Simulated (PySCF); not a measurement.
**The second ionisation energy along the 5d series**

Calculated with PySCF 2.14 from differences of total energies of unrestricted determinants, without spin-orbit coupling. Values in eV. The last column holds reference values (NIST; (s) semi-empirical, (t) theoretical, else measured). Unmarked ones compare directly (S terms, centres of terms, or small fine structure); those marked * lie between the lowest fine-structure levels and include a spin-orbit shift.

| element | configurations | UHF | MP2 (valence) | LDA | PBE | PBE0 | r2SCAN | reference |
| --- | --- | --- | --- | --- | --- | --- | --- | --- |
| Hf (x2c-TZVPPall with one added diffuse shell each of s, p, d, f type, spin-free X2C) | [Xe] 4f14 5d1 6s2 → [Xe] 4f14 5d2 | n/a | n/a | 15.361 | n/a | n/a | n/a | 14.61 ± 0.04 (t) * |
| Ta (x2c-TZVPPall with one added diffuse shell each of s, p, d, f type, spin-free X2C) | [Xe] 4f14 5d3 6s1 → [Xe] 4f14 5d3 | 14.239 | 14.579 | 15.883 | 15.591 | 15.320 | 15.629 | 16.2 ± 0.5 (s) * |
| W (x2c-TZVPPall with one added diffuse shell each of s, p, d, f type, spin-free X2C) | [Xe] 4f14 5d4 6s1 → [Xe] 4f14 5d4 | 15.039 | 15.519 | 16.704 | 16.408 | 16.143 | 16.501 | 16.37 ± 0.15 (s) * |
| Re (x2c-TZVPPall with one added diffuse shell each of s, p, d, f type, spin-free X2C) | [Xe] 4f14 5d5 6s1 → [Xe] 4f14 5d5 | 15.758 | 16.340 | 17.450 | 17.141 | 16.874 | 17.275 | 16.6 ± 0.5 (s) |
| Ir (x2c-TZVPPall with one added diffuse shell each of s, p, d, f type, spin-free X2C) | [Xe] 4f14 5d7 6s1 → [Xe] 4f14 5d7 | 16.371 | 17.348 | 18.396 | 18.066 | 17.768 | 18.086 | 17 ± 0.3 (s) * |
| Pt (x2c-TZVPPall with one added diffuse shell each of s, p, d, f type, spin-free X2C) | [Xe] 4f14 5d9 → [Xe] 4f14 5d8 | 16.936 | 18.690 | 19.673 | 19.174 | 18.882 | 18.877 | 18.56 ± 0.12 * |
| Au (x2c-TZVPPall with one added diffuse shell each of s, p, d, f type, spin-free X2C) | [Xe] 4f14 5d10 → [Xe] 4f14 5d9 | 18.960 | 20.830 | 21.448 | 20.968 | 20.753 | 20.719 | 20.203 ± 0.025 * |
| Hg (x2c-TZVPPall with one added diffuse shell each of s, p, d, f type, spin-free X2C) | [Xe] 4f14 5d10 6s1 → [Xe] 4f14 5d10 | 17.097 | 18.549 | 19.444 | 19.044 | 18.712 | 18.975 | 18.757 |

**Question.** Fill in the row of Os (x2c-TZVPPall with one added diffuse shell each of s, p, d, f type, spin-free X2C) ([Xe] 4f14 5d6 6s1 → [Xe] 4f14 5d6).

**Answer.** UHF 16.056; MP2 (valence) 16.853; LDA 17.923; PBE 17.606; PBE0 17.328; r2SCAN 17.673; reference 17 ± 1 (s) * (eV).

"Valence" correlates the outer s and p shells and, in groups 3 to 12 and the f block, the outer d or f shell, open or full, or the next shell where the ion has no valence electron left; the wider scheme adds the next inner shell.
